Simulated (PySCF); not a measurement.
Species: methylcycloheptane, C₈H₁₆.
SMILES: `CC1CCCCCC1`

The closed-shell ground state was solved at several levels (PySCF, density fitting, gas phase, non-relativistic). One conformer (not necessarily the lowest) at the PBE0-D3(BJ)/def2-SVP geometry, without solvent, vibrations or thermal averaging.

| level | basis functions | HOMO (eV) | LUMO (eV) | gap (eV) | dipole (D) |
| --- | --- | --- | --- | --- | --- |
| PBE0/pcSseg-1 | 216 | -8.37 | 1.35 | 9.72 | 0.09 |
| PBE/pcSseg-1 | 216 | -7.02 | 0.51 | 7.53 | 0.09 |

Estimate the row for CAM-B3LYP/def2-SVPD, a basis of 288 functions; the other rows only guide the guess.

HOMO -9.75 eV, LUMO 1.40 eV, gap 11.15 eV, dipole 0.11 D.

Over all these levels, which gives the widest orbital gap and which the narrowest?

CAM-B3LYP/def2-SVPD (range-separated hybrid) has the widest, 11.15 eV, and PBE/pcSseg-1 (GGA) the narrowest, 7.53 eV. Functional and basis both differ between the two, so the spread mixes both effects.

How far do the dipole and the HOMO energy spread over the levels?

The dipole runs from 0.09 to 0.11 D (mean 0.10 D) and the HOMO from -9.75 to -7.02 eV.
